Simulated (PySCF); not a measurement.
# Spinor energies of Os³⁰⁺ (osmium, charge +30)

Start: [Kr] 4d10. Calculated with PySCF 2.14 in an uncontracted even-tempered set (17 s from 2.8 bohr⁻², ratio 2.8; 14 p from 3.6 bohr⁻², ratio 2.8; 10 d from 3.6 bohr⁻², ratio 2.8; 3 f from 18 bohr⁻², ratio 3): generalised Hartree-Fock with the X2C-1e Hamiltonian and a Gaussian nucleus; spin-orbit coupling (SO) screened by Boettger's factors.

| spinor shell | electrons | ε, screened SO (eV) | weight of nominal j (screened SO) | rms radius, screened SO (bohr) |
| --- | --- | --- | --- | --- |
| 1s1/2 | 2 | -75339.3 | 1.000 | 0.0201 |
| 2s1/2 | 2 | -14168.9 | 1.000 | 0.0810 |
| 2p1/2 | 2 | -13587.9 | 1.000 | 0.0688 |
| 2p3/2 | 4 | -12052.4 | 1.000 | 0.0765 |
| 3s1/2 | 2 | -4198.0 | 1.000 | 0.207 |
| 3p1/2 | 2 | -3941.5 | 1.000 | 0.198 |
| 3p3/2 | 4 | -3598.1 | 1.000 | 0.213 |
| 3d3/2 | 4 | -3174.4 | 1.000 | 0.187 |
| 4s1/2 | 2 | -1678.7 | 1.000 | 0.433 |
| 4p1/2 | 2 | -1565.6 | 1.000 | 0.434 |
| 4p3/2 | 4 | -1468.1 | 1.000 | 0.461 |
| 4d3/2 | 4 | -1282.2 | 1.000 | 0.458 |
| 4d5/2 | 6 | -1262.4 | 1.000 | 0.466 |

Question: Where does 3d5/2 lie, and what is the 3d spin-orbit splitting (screened SO)?

Answer: At -3100.5 eV, 73.907 eV above 3d3/2.

| quantity | screened SO |
| --- | --- |
| E (hartree) | -16821.10128 |
| M_J | 0 |
| ⟨J²⟩ | 0.000 |
| ⟨L²⟩ | 0.093 |
| ⟨S²⟩ | 0.093 |

Breit and QED terms are absent; they matter most for the inner s and p1/2 levels.

Densities and radii are taken from the X2C orbitals without a picture-change correction, which distorts them close to the nucleus.
